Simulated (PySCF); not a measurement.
C3H2O, SMILES C(=C=C)=O. Geometry: PBE-D3(BJ)/def2-SVP.

Computed equilibrium geometry at PBE-D3(BJ)/def2-SVP (PySCF confirms it by a frequency run) as Cartesian coordinates in Å, and its point group:
point group Cs.
```xyz
6

C     -0.0900    -1.8599     0.0000
C      0.2489    -0.5679     0.0000
C     -0.0051     0.7120     0.0000
O     -0.0568     1.8949     0.0000
H      0.6751    -2.6601     0.0000
H     -1.1442    -2.2043     0.0000
```
